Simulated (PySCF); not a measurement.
Ge(F)(Cl)2(OH) (Cl2FGeHO), SMILES [OH][Ge]([F])([Cl])[Cl]. Atoms are numbered in the order given.

```xyz
6

O     -1.6112    -0.8826    -0.5840
Ge    -0.1918    -0.1327     0.1168
F     -0.2076    -0.3628     1.8307
Cl     1.5207    -1.1008    -0.6876
Cl    -0.1483     1.9835    -0.2067
H     -2.4341    -0.4336    -0.3394
```
Charge 0, spin multiplicity 1.

The structure is a stationary point at B3LYP-D3(BJ)/def2-SVP. This is a generated structure with no PubChem entry under its InChIKey; it may be hypothetical. The values are those of a single conformer.

Computed with TDDFT-PBE/def2-SVPD (PySCF).

Vertical excitations. The molecule is in vacuum.

```csv
state,energy (eV),λ (nm),f,main pairs
S1,5.52,224,0.006,HOMO→LUMO 96 %
S2,5.63,220,0.010,HOMO−1→LUMO 96 %
S3,5.75,215,0.006,HOMO−2→LUMO 98 %
S4,6.09,203,0.022,HOMO−3→LUMO 95 %
S5,6.22,199,0.033,HOMO−4→LUMO 97 %
S6,6.89,180,0.058,HOMO−5→LUMO 87 %
S7,7.20,172,0.061,HOMO−6→LUMO 87 %
S8,7.63,162,0.012,HOMO−7→LUMO 83 %
S9,7.66,162,0.016,"HOMO→LUMO+1 65 %, HOMO−1→LUMO+1 31 %"
S10,7.69,161,0.010,"HOMO−1→LUMO+1 57 %, HOMO→LUMO+1 19 %, HOMO−2→LUMO+1 10 %"
T1,5.18,240,0,HOMO→LUMO 99 %
T2,5.26,236,0,HOMO−1→LUMO 99 %
T3,5.40,229,0,HOMO−2→LUMO 99 %
T4,5.68,218,0,HOMO−3→LUMO 99 %
```
Triplets are in the Tamm–Dancoff approximation, which puts them higher than full response would, so one can lie above its singlet here.
